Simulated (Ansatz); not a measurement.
Potential energy curve for LiNa, singlet.

- RCCSD(T) = Ansatz (an electronic-structure program) with CCSD(T) on RHF/cc-pVTZ, frozen core
- RKS-PBE = Ansatz with restricted PBE/cc-pVTZ
- UCCSD(T) = CCSD(T) on UHF/cc-pVTZ, frozen core (Ansatz)

Energies are in kJ/mol, each relative to the lowest point of its own curve near equilibrium.

| R / Å | RCCSD(T) | RKS-PBE | UCCSD(T) |
|---|---|---|---|
| 2.34 | 32.4 | 28.4 | 32.3 |
| 2.52 | 14.4 | (withheld) | 14.3 |
| 2.63 | 7.4 | (withheld) | 7.3 |
| 2.78 | 1.9 | (withheld) | 1.9 |
| 2.80 | 1.4 | 0.8 | 1.4 |
| 2.93 | 0.0 | 0.0 | 0.0 |
| 2.98 | 0.0 | 0.2 | 0.0 |
| 3.11 | 1.3 | 1.9 | 1.3 |
| 3.29 | 5.3 | (withheld) | 5.4 |
| 3.37 | 7.8 | 9.0 | 7.8 |
| 3.62 | 16.8 | 18.4 | 16.9 |
| 3.95 | 30.3 | 32.5 | 30.4 |
| 4.36 | 46.2 | 50.0 | 46.3 |
| 4.85 | 61.0 | 68.8 | 61.0 |
| 5.28 | 69.7 | 82.5 | 69.6 |
| 5.86 | 76.4 | 97.0 | 76.3 |
| 6.31 | 79.1 | 105.4 | 79.0 |
| 7.24 | 81.4 | (withheld) | 81.2 |
| 7.86 | 81.9 | (withheld) | 81.6 |
| 8.90 | 82.3 | 124.4 | 81.9 |

Some entries are withheld; supply them.


- 2.52, RKS-PBE: 11.9
- 2.63, RKS-PBE: 5.8
- 2.78, RKS-PBE: 1.2
- 3.29, RKS-PBE: 6.4
- 7.24, RKS-PBE: 116.5
- 7.86, RKS-PBE: 120.7

With two correlated electrons CCSD is exact in the basis where it finds the lowest root (RCCSD(T), UCCSD(T)). The restricted form behind RKS-PBE keeps the bonding electrons paired and can't separate into open-shell fragments. The unrestricted determinant behind UCCSD(T) is spin-contaminated at 2.34 to 8.90 Å (<S²> up to 1.0, against 0.00 for a pure singlet).
